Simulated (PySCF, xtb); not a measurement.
Cl₂HSbTe, SMILES [Cl][Sb]([Cl])[TeH].

xtb with GFN2-xTB at its own geometry gives an orbital gap of 3.54 eV and a dipole moment of 3.00 D.

Geometry: B3LYP-D3(BJ)/def2-SVP. The structure was generated by enumeration; whether it is a known compound was not checked. The def2 effective core potentials stand for the cores of Sb, Te; spin–orbit coupling is left out.

**Question.** What does PySCF with PBE/def2-TZVP give? (An estimate is asked for; the answer gives what the named calculation found.)

**Answer.** gap 2.89 eV (levels -5.92 and -3.02 eV), dipole 2.69 D.
